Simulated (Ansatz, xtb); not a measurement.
# Ranking isomers of C5H5BCl2

4 gas-phase structures of C5H5BCl2, from a drawn sample of its isomers (lower ones may exist). Each was relaxed with GFN2-xTB:

A. `C=C(C)C#CB(Cl)Cl`, a singlet
B. `ClB(Cl)C1=CCC=C1`, a singlet
C. `ClB(Cl)C1=CC=CC1`, a singlet
D. `C#CCC(=C)B(Cl)Cl`, a singlet

Question: Make a reasoned guess at their ranking by r2SCAN-D4/def2-SVP//GFN2-xTB single-point energy.

Answer: Calculated order at r2SCAN-D4/def2-SVP//GFN2-xTB: C (0.0), B (4.1), A (35.0), D (50.0) kcal/mol.

Energies above the lowest of each column, in kcal/mol; the last columns are at r2SCAN-D4/def2-SVP geometries and were run for some of them only (a dash: not run or not comparable):

```csv
structure,GFN2-xTB,HF/STO-3G,r2SCAN-D4/def2-SVP//GFN2-xTB,r2SCAN-D4/def2-SVP,CCSD(T)/def2-SVP + ΔMP2/def2-TZVPP
C,0.0,0.0,0.0,0.0,0.0
B,2.8,2.6,4.1,3.9,2.6
A,31.7,39.6,35.0,33.5,28.3
D,45.2,55.1,50.0,–,–
```

Every level run on C puts it lowest or level with the lowest. Flexible structures stand in one conformer each, not always the lowest. Frequencies (GFN2-xTB) were run for A, B, C alone. ΔMP2 is the change of the MP2 energy from the smaller to the larger basis.

Over these structures GFN2-xTB departs from r2SCAN-D4/def2-SVP//GFN2-xTB by 1.7 kcal/mol on average once a common shift is removed. A GFN2-xTB relaxation took about 0.059 s and the r2SCAN-D4/def2-SVP//GFN2-xTB energy about 0.66 s on a shared host (Ansatz 0.2.0, xtb 6.7.1).
